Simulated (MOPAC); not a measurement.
Input for MOPAC: PM3 on BeSi-, 2S+1 = 4, a spin state set in the input, which need not be the lowest, a point of a bond scan (R = 2.365 Å). Charge -1.

```
PM3 1SCF PRECISE CHARGE=-1 UHF MS=1.5 THREADS=1
BeSi

Be     0.00000000 1     0.00000000 1     0.00000000 1
Si     0.00000000 1     0.00000000 1     2.36536400 1
```

The log:

```
*******************************************************************************
 **                                                                           **
 **                              MOPAC v23.2.5                                **
 **                                                                           **
 *******************************************************************************
 ** MOPAC's Digital Object Identifier: https://doi.org/10.5281/zenodo.6511958 **
 **                                                                           **
 ** Please cite the open-source release paper for use of this MOPAC version:  **
 ** J. E. Moussa and J. J. P. Stewart (2026)                                  **
 ** MOPAC: An open-source semiempirical molecular orbital program             **
 ** J. Open Source Softw., 11(119), 8025, https://doi.org/10.21105/joss.08025 **
 *******************************************************************************

                              PM3 CALCULATION RESULTS

 *******************************************************************************
 *  PM3        - The PM3 Hamiltonian to be used
 *  UHF        - UNRESTRICTED HARTREE-FOCK CALCULATION
 *
 *
 *
 *                 CHARGE ON SYSTEM = -1
 *
 *
 *
 *  MS=        - IN MECI, MAGNETIC COMPONENT OF SPIN =  1.5
 *  PRECISE    - TIGHTER CRITERIA TO BE USED
 *  1SCF       - DO 1 SCF AND THEN STOP
 *  THREADS=1  - MULTI-THREADING NOT USED
 *  T=         - A TIME OF 172800.0 SECONDS REQUESTED
 *  DUMP=N     - RESTART FILE WRITTEN EVERY 7200.0 SECONDS REQUESTED
 *******************************************************************************
PM3 1SCF PRECISE CHARGE=-1 UHF MS=1.5 THREADS=1
 BeSi

   ATOM   CHEMICAL          X               Y               Z
  NUMBER   SYMBOL      (ANGSTROMS)     (ANGSTROMS)     (ANGSTROMS)

     1      Be          0.00000000  *   0.00000000  *   0.00000000  *
     2      Si          0.00000000  *   0.00000000  *   2.36536400  *



          CARTESIAN COORDINATES

    NO.       ATOM           X           Y           Z

     1        Be          0.0000      0.0000      0.0000
     2        Si          0.0000      0.0000      2.3654

 Be: (PM3): J. J. P. STEWART, J. COMP. CHEM. 10, 209 (1989).
 Si: (PM3): J. J. P. STEWART, J. COMP. CHEM. 10, 209 (1989).

           Empirical Formula: Be Si  =     2 atoms



      MOLECULAR POINT GROUP   :   C*v


          UHF CALCULATION, NO. OF ALPHA ELECTRONS =    5
                           NO. OF BETA  ELECTRONS =    2

 -------------------------------------------------------------------------------
 PM3 1SCF PRECISE CHARGE=-1 UHF MS=1.5 THREADS=1
 BeSi



     1SCF WAS SPECIFIED, SO BFGS WAS NOT USED
     SCF FIELD WAS ACHIEVED


                              PM3 CALCULATION
                                                       MOPAC v23.2.5 Linux




          FINAL HEAT OF FORMATION =         85.14056 KCAL/MOL =     356.22809 KJ/MOL


          COSMO AREA              =        102.35 SQUARE ANGSTROMS
          COSMO VOLUME            =         91.25 CUBIC ANGSTROMS

          IONIZATION POTENTIAL    =          2.385347 EV
          ALPHA SOMO LUMO (EV)    =         -2.385  5.753
          BETA  SOMO LUMO (EV)    =         -2.921  4.259
          NO. OF ALPHA ELECTRONS  =          5
          NO. OF BETA  ELECTRONS  =          2
          MOLECULAR WEIGHT        =         37.0977         POINT GROUP:  C*v

          MOLECULAR DIMENSIONS (Angstroms)

            Atom       Atom       Distance
           Si     2   Be     1     2.36536
           Si     2   Be     1     0.00000
           Be     1   Si     2     0.00000


          SCF CALCULATIONS        =          1





   ATOM   CHEMICAL          X               Y               Z
  NUMBER   SYMBOL      (ANGSTROMS)     (ANGSTROMS)     (ANGSTROMS)

     1      Be          0.00000000  *   0.00000000  *   0.00000000  *
     2      Si          0.00000000  *   0.00000000  *   2.36536400  *

                             CARTESIAN COORDINATES

   1   Be        0.000000000     0.000000000     0.000000000
   2   Si        0.000000000     0.000000000     2.365364000


           Empirical Formula: Be Si  =     2 atoms



      MOLECULAR POINT GROUP   :   C*v


          ALPHA EIGENVALUES
  -7.60134  -4.91569  -3.17994  -3.17994  -2.38535   5.75314   6.31023   6.31023


           BETA EIGENVALUES
  -5.97649  -2.92133   4.25898   4.79673   4.79673   6.19449   6.19449   6.51963


              NET ATOMIC CHARGES AND DIPOLE CONTRIBUTIONS

  ATOM NO.   TYPE          CHARGE      No. of ELECS.   s-Pop       p-Pop
    1         Be          -0.038106        2.0381     1.79407     0.24403
    2         Si          -0.961894        4.9619     1.96549     2.99641
 DIPOLE           X         Y         Z       TOTAL
 POINT-CHG.     0.000     0.000    -2.327     2.327
 HYBRID        -0.000     0.000    -0.156     0.156
 SUM           -0.000     0.000    -2.483     2.483


          ATOMIC ORBITAL ELECTRON POPULATIONS

     Atom    s        px        py        pz
    1 Be   1.79407   0.00694   0.00694   0.23016
    2 Si   1.96549   0.99306   0.99306   1.01028


                    (SZ)    =    1.500000
                    (S**2)  =    3.780470


          ATOMIC ORBITAL SPIN POPULATIONS

    Atom   Total    s     px     py     pz
         Atomic
    1 Be  0.2960  0.082  0.007  0.007  0.200
    2 Si  2.7040 -0.006  0.993  0.993  0.724

 **********************
 *                    *
 * JOB ENDED NORMALLY *
 *                    *
 **********************




 == MOPAC DONE ==
```

The run finished.

Cost: roughly 0.020 core-seconds.
